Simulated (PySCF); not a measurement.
H3O3Si, SMILES [Si](O)(O)O, multiplicity 2. Atoms are numbered in the order given.

```xyz
7

O     -0.7079    -1.3814    -0.2238
Si     0.0000     0.0000     0.3731
O     -0.8424     1.3038    -0.2238
O      1.5503     0.0776    -0.2238
H     -1.6211    -1.5340     0.0490
H     -0.5179     2.1709     0.0490
H      2.1390    -0.6370     0.0490
```
Charge 0, spin multiplicity 2.

Geometry: r2SCAN-D4/def2-SVP. The isomer is the one that the SMILES or the coordinates give; other isomers of the formula were not compared. Other conformers were not sampled.

All values below come from PySCF with PBE0/pcH-1.

Unrestricted Kohn–Sham, ⟨S²⟩ = 0.752. Hyperfine tensors hold the contact and dipolar terms, without spin-orbit corrections.

Q: Estimate the hyperfine couplings. (The exact figures need the calculation; the answer reports its results.)

A: 
| nucleus | A(iso) (MHz) | A(iso) (G) | dipolar principal values (MHz) |
|---|---|---|---|
| 17O no. 1 | -39.3 | -14.0 | -35.7, 16.9, 18.8 |
| 29Si no. 2 | -878.6 | -313.5 | -111.7, 55.8, 55.8 |
| 17O no. 3 | -39.3 | -14.0 | -35.7, 16.9, 18.8 |
| 17O no. 4 | -39.3 | -14.0 | -35.7, 16.9, 18.8 |
| 1H no. 5 | -8.2 | -2.9 | -10.5, -3.8, 14.2 |
| 1H no. 6 | -8.2 | -2.9 | -10.5, -3.8, 14.2 |
| 1H no. 7 | -8.2 | -2.9 | -10.5, -3.8, 14.2 |

Q: And the g tensor (effective nuclear charges for spin-orbit coupling, GIAO)? (An estimate is asked for; the answer gives what the named calculation found.)

A: principal values 2.0009, 2.0009, 2.0018; isotropic 2.0012.
